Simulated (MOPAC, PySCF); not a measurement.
CH$_{3}$NO, SMILES `[H]/N=C\O` (N–C–O–H torsion 0°), neutral singlet in the gas phase. 

Z-matrix (Å, degrees):
```
C
N 1 1.2569
H 2 1.0206 1 113.02
O 1 1.3475 2 129.80 3 0.00
H 4 0.9650 1 109.54 2 0.00
H 1 1.0886 2 120.47 3 180.00
```
Charge 0, spin multiplicity 1.

All levels are single points at this geometry (PBE0-D3(BJ)/def2-TZVP); Pople sets use spherical d functions. Orbital energies aren't observables, and empty levels follow the basis.

SVWN5/6-31G* in PySCF gives HOMO (eV) = -6.27.

**Question.** Estimate the HOMO (eV) from each of these levels: PBE0-D3(BJ)/def2-TZVP in PySCF; B3LYP/6-311+G** in PySCF; M06-2X/6-31G* in PySCF; PM3 in MOPAC; PM7 in MOPAC.

**Answer.** 
| level | HOMO (eV) |
|---|---|
| PBE0-D3(BJ)/def2-TZVP in PySCF | -8.22 |
| B3LYP/6-311+G** in PySCF | -8.06 |
| M06-2X/6-31G* in PySCF | -9.45 |
| PM3 in MOPAC | -10.67 |
| PM7 in MOPAC | -11.44 |
